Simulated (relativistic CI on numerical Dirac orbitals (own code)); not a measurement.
**Line list: Electric-dipole lines, In³²⁺**

Method of calculation: Dirac-Coulomb-Breit CI, separate exchange-only KLI orbitals for each configuration, model QED, unscaled Slater integrals (own radial code, finite nucleus).

Configurations in the expansion (outside the closed core [Ne]): 3s²3p⁵, 3s3p⁶, 3s²3p⁴3d, 3s3p⁵3d, 3p⁶3d, 3s3p⁴3d², 3s²3p³3d4p, 3p⁶4s, 3s3p⁴3d4s, 3s²3p⁴4s, 3p⁶4p, 3s²3p⁴4p, 3s²3p⁴4d, 3s3p⁵4s, 3p⁵3d4p, 3s²3p⁴4f, 3s3p⁵4p, 3s3p⁵4d, 3s3p⁵4f, 3s²3p⁴5s, 3s²3p⁴5p, 3s²3p⁴5d, 3s²3p³4s4p, 3s²3p⁴5f, 3s²3p⁴5g, 3s3p⁴4s², 3s3p⁵5s, 3s3p⁵5p, 3s²3p³3d², 3s²3p²3d³, 3s3p³3d³, 3s²3p²3d²4s, 3s²3p²3d²4p, 3s²3p²3d²4d, 3p⁵3d², 3p⁴3d³, 3p⁴3d²4s, 3p⁴3d²4p, 3p⁴3d²4d, 3s²3p³3d4s, 3s3p³3d²4s, 3s²3p²3d4s², 3s²3p²3d4s4p, 3s²3p²3d4s4d, 3p⁵3d4s, 3p⁴3d4s², 3p⁴3d4s4p, 3p⁴3d4s4d, 3s²3p³4s², 3s3p³3d4s², 3s²3p²4s²4p, 3s²3p²4s²4d, 3s²3p³4p², 3s²3p²3d4p², 3s3p³3d4p², 3s²3p²4s4p², 3s²3p²4p³, 3s²3p²4p²4d. Double excitations out of closed p, d and f shells are left out; levels of such configurations are missing from the list, as are those of other unlisted configurations, and high levels can miss mixing partners. These lack a partner that the ground configuration has and come out too high: 3s²3p⁴4f, 3s3p⁵4p, 3s3p⁵4d, 3s3p⁵4f, 3s²3p⁴5s.

```
λ vac (nm)                Lower                    Upper   A (s⁻¹)        gf  Branching (%)
    5.4821   3s²3p⁴3d ⁴D5/2 [5]   3s²3p³3d² ⁴D°5/2 [119]  1.80e+11  4.87e-01           28.6
    5.5070   3s²3p⁴3d ⁴F9/2 [9]   3s²3p³3d² ⁴D°7/2 [136]  2.22e+11  8.09e-01           63.0
    5.5366   3s²3p⁴3d ²F7/2 [8]   3s²3p³3d² ²F°7/2 [134]  2.77e+11  1.02e+00           61.1
    5.5512  3s²3p⁴3d ²D3/2 [10]   3s²3p³3d² ²D°3/2 [135]  4.76e+11  8.79e-01           79.0
    5.5650   3s²3p⁴3d ⁴F7/2 [6]   3s²3p³3d² ²G°7/2 [121]  1.92e+11  7.12e-01           46.5
    5.5884   3s²3p⁴3d ⁴F7/2 [6]   3s²3p³3d² ⁴D°5/2 [119]  2.00e+11  5.61e-01           31.7
    5.5897   3s²3p⁴3d ²F7/2 [8]   3s²3p³3d² ²D°5/2 [129]  4.03e+11  1.13e+00           74.9
    5.6061   3s²3p⁴3d ⁴D5/2 [5]   3s²3p³3d² ⁴D°3/2 [110]  4.05e+11  7.63e-01           82.3
    5.6242   3s²3p⁴3d ⁴F9/2 [9]   3s²3p³3d² ⁴D°7/2 [130]  3.20e+11  1.21e+00           67.2
    5.6337   3s²3p⁴3d ⁴F7/2 [6]   3s²3p³3d² ⁴D°7/2 [114]  1.88e+11  7.14e-01           53.7
    5.6690  3s²3p⁴3d ²D5/2 [11]   3s²3p³3d² ²D°5/2 [149]  4.02e+11  1.16e+00           74.8
    5.6761   3s²3p⁴3d ⁴F9/2 [9]   3s²3p³3d² ⁴F°9/2 [127]  4.77e+11  2.30e+00           89.6
    5.6820   3s²3p⁴3d ²F7/2 [8]   3s²3p³3d² ²G°9/2 [124]  1.25e+11  6.04e-01           53.2
    5.7003    3s²3p⁵ ²P°3/2 [1]      3s²3p⁴3d ²D5/2 [27]  6.03e+11  1.76e+00          100.0
    5.7055  3s²3p⁴3d ²F7/2 [19]   3s²3p³3d² ⁴P°5/2 [172]  3.51e+11  1.03e+00           69.4
    5.7217    3s²3p⁵ ²P°3/2 [1]      3s²3p⁴3d ²S1/2 [26]  7.83e+11  7.68e-01           97.5
    5.7610    3s²3p⁵ ²P°3/2 [1]      3s²3p⁴3d ²P3/2 [25]  4.15e+11  8.26e-01           96.3
    5.7745    3s²3p⁵ ²P°1/2 [2]      3s²3p⁴3d ²D3/2 [31]  5.24e+11  1.05e+00          100.0
    5.8047  3s²3p⁴3d ²G9/2 [22]   3s²3p³3d² ²G°9/2 [179]  3.65e+11  1.84e+00           72.5
    5.8396  3s²3p⁴3d ²G9/2 [22]  3s²3p³3d² ²H°11/2 [175]  2.16e+11  1.32e+00           99.9
    5.8448   3s²3p⁴3d ⁴F9/2 [9]  3s²3p³3d² ⁴G°11/2 [116]  2.31e+11  1.42e+00           96.6
    5.8477  3s²3p⁴3d ²F7/2 [24]   3s²3p³3d² ²G°9/2 [191]  2.45e+11  1.25e+00           97.7
    5.9435  3s²3p⁴3d ²D5/2 [27]   3s²3p³3d² ²F°7/2 [193]  4.12e+11  1.75e+00           49.4
    6.2138   3s²3p⁴3d ⁴F7/2 [6]    3s²3p³3d² ⁴F°9/2 [89]  9.84e+10  5.70e-01           94.7
    6.3043   3s²3p⁴3d ⁴D5/2 [5]    3s²3p³3d² ⁴F°7/2 [78]  1.07e+11  5.08e-01           72.3
    6.4641  3s²3p⁴3d ²D3/2 [31]   3s²3p³3d² ²F°5/2 [236]  4.91e+11  1.85e+00           60.5
    6.6114    3s²3p⁵ ²P°1/2 [2]      3s²3p⁴3d ²P1/2 [29]  4.53e+11  5.93e-01           97.3
    6.7454  3s²3p⁴3d ²G9/2 [22]   3s²3p³3d² ²F°7/2 [152]  2.10e+11  1.14e+00           52.2
    6.9978   3s²3p⁴3d ⁴F7/2 [6]    3s²3p³3d² ⁴H°9/2 [66]  7.34e+10  5.39e-01           73.9
    7.2883    3s²3p⁵ ²P°3/2 [1]      3s²3p⁴3d ²F5/2 [14]  7.34e+10  3.51e-01          100.0
```

Terms are leading LS components. Brackets give the number of a level in order of energy, since labels repeat. The list gives strong lines, with weight on those to low levels, without lines whose two gauges differ by over a factor of 2.5, among the lowest 400 of 10102 levels, so that lines to higher ones, which can be the strongest, are missing. Levels whose partners in the same complex of configurations lie outside the list can be far off, and so can their lines. Rates are taken at the computed energies, electric ones in the length gauge.

At this charge energies of transitions that change n are usually good to better than 1 %, and those within a shell (Δn = 0) to a few per cent.

LS names give the leading component of a level, which can be under half, so a name can repeat, a term be missing and a line seem to break the LS rules.
